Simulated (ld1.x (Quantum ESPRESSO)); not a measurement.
**titanium (Ti), PAW: configuration errors across variants**

titanium, PAW, made with ld1.x (Quantum ESPRESSO) 7.5 (LDA (PZ), fully relativistic). Core [Ne], reference 3s2 3p6 3d2.5 4s1.5 4p0. Waves: 3s (bound): rcut 1.35, rcutus 1.65 bohr; 4s (bound): rcut 1.35, rcutus 1.65 bohr; 3p (bound): rcut 1.50, rcutus 1.80 bohr; 4p (bound, empty): rcut 1.50, rcutus 1.80 bohr; 3d (bound): rcut 1.45, rcutus 2.00 bohr; 3d channel at 0.15 Ry: rcut 1.45, rcutus 2.00 bohr. Local part: all-electron potential smoothed inside 1.65 bohr (lloc = -1). Core correction: a·sin(br)/r model core inside 1.70 bohr. Augmentation charge: PSQ, inside the norm-conserving radii.

Open shells are filled in proportion to 2j + 1 (rel_dist='average').

All-electron excitation energies from the reference (eV): (1) 3s2 3p6 3d2 4s2 4p0 -0.324; (2) 3s2 3p6 3d2 4s1 4p0 7.212; (3) 3s2 3p6 3d2 4s0 4p0 21.012; (4) 3s2 3p6 3d0 4s0 4p0 91.736; (5) 3s2 3p6 3d2 4s1 4p1 2.812; (6) 3s2 3p6 3d3 4s0 4p0 7.235; (7) 3s2 3p6 3d2 4s1.5 4p0 2.693.

Tests that are not counted but printed errors over 1 eV. “all radii but the core radius scaled by about 1.15 (s 1.90, p 2.08, d 2.30 bohr, rcut 1.56/1.72/1.68); local potential all-electron potential smoothed inside 1.90 bohr (lloc = -1)”: 3s2 3p6 3d0 4s0 4p0 (solver errors, printed error -675 eV). “all radii but the core radius scaled by about 1.21 (s 2.00, p 2.18, d 2.44 bohr, rcut 1.64/1.82/1.76); local potential all-electron potential smoothed inside 2.00 bohr (lloc = -1)”: 3s2 3p6 3d0 4s0 4p0 (solver errors, printed error -735 eV).

3 further variants failed, have other tests or too few solved ones, and are left out.

Errors AE − PS in meV (a dash: test not solved or not reliable):

| change | (1) | (2) | (3) | (4) | (5) | (6) | (7) | bound ghosts |
| --- | --- | --- | --- | --- | --- | --- | --- | --- |
| base | -0.3 | -0.2 | +0.1 | -29 | 0.0 | -0.4 | -0.2 | not determined |
| all radii but the core radius scaled by about 0.85 (s 1.40, p 1.52, d 1.70 bohr, rcut 1.14/1.28/1.22); local potential all-electron potential smoothed inside 1.40 bohr (lloc = -1) | -5.0 | -4.8 | -7.3 | -681 | -3.4 | -8.3 | -4.6 | not determined |
| all radii but the core radius scaled by about 0.97 (s 1.60, p 1.74, d 1.94 bohr, rcut 1.32/1.46/1.40); local potential all-electron potential smoothed inside 1.60 bohr (lloc = -1) | -0.3 | -0.1 | +0.2 | – | – | – | – | not determined |
| all radii but the core radius scaled by about 1.15 (s 1.90, p 2.08, d 2.30 bohr, rcut 1.56/1.72/1.68); local potential all-electron potential smoothed inside 1.90 bohr (lloc = -1) | -1.2 | +1.6 | -0.3 | – | +3.8 | -5.1 | +0.2 | not determined |
| all radii but the core radius scaled by about 1.21 (s 2.00, p 2.18, d 2.44 bohr, rcut 1.64/1.82/1.76); local potential all-electron potential smoothed inside 2.00 bohr (lloc = -1) | +28 | +69 | -0.3 | – | +109 | -7.0 | +48 | not determined |
| all radii but the core radius scaled by about 1.39 (s 2.30, p 2.50, d 2.78 bohr, rcut 1.88/2.08/2.02); local potential all-electron potential smoothed inside 2.30 bohr (lloc = -1) | – | – | – | – | – | – | – | not determined |

(1) Give the same row for: all radii but the core radius scaled by about 1.30 (s 2.14, p 2.34, d 2.60 bohr, rcut 1.76/1.96/1.88); local potential all-electron potential smoothed inside 2.14 bohr (lloc = -1).

Answers

(1) –, –, –, –, –, –, –; bound ghosts: not determined.
